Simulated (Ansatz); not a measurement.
Potential energy curve for NLi, lowest singlet found (which spin is the ground state isn't settled by this scan).

- RHF/aug-cc-pVDZ (Ansatz, a program for electronic structure)
- RCCSD = CCSD on RHF/aug-cc-pVDZ, frozen core in Ansatz
- RKS-PBE = restricted PBE/aug-cc-pVDZ (Ansatz)

Total energies in hartree (comparable only within one method and basis):

```tsv
R / Å	RHF	RCCSD	RKS-PBE
1.66	-61.72643	-61.88679	-61.96992
1.72	-61.73112	-61.89195	-61.97497
1.79	-61.73394	-61.89540	-61.97833
1.89	-61.73430	-61.89677	-61.97966
1.95	-61.73300	-61.89610	-61.97902
2.03	-61.73000	-61.89398	-61.97698
2.07	-61.72809	-61.89250	-61.97557
2.16	-61.72305	-61.88843	-61.97171
2.23	-61.71862	-61.88475	-61.96826
2.35	-61.71042	-61.87780	-61.96179
2.52	-61.69828	-61.86734	-61.95217
2.69	-61.68620	-61.85686	-61.94268
2.93	-61.67001	-61.84288	-61.93021
3.20	-61.65346	-61.82886	-61.91791
3.53	-61.63577	-61.81467	-61.90546
3.95	-61.61697	-61.80171	-61.89327
4.40	-61.60077	-61.79390	-61.88388
4.93	-61.58582	—	-61.87633
5.78	-61.56854	—	-61.86923
6.77	-61.55526	—	-61.86510
```

A dash means that the run gave no value there, or that the column was ended at a point which the program doubted or which failed a test of continuity chosen for this set; such a test can also cut sound points.

The scan ran from 1.42 to 6.77 Å; beyond the distances shown full CI changes its symmetry label. The restricted form behind RHF, RKS-PBE keeps the bonding electrons paired and can't separate into open-shell fragments. The T1 diagnostic of CCSD on the restricted reference of RCCSD exceeds 0.045 at 3.20 to 6.77 Å.
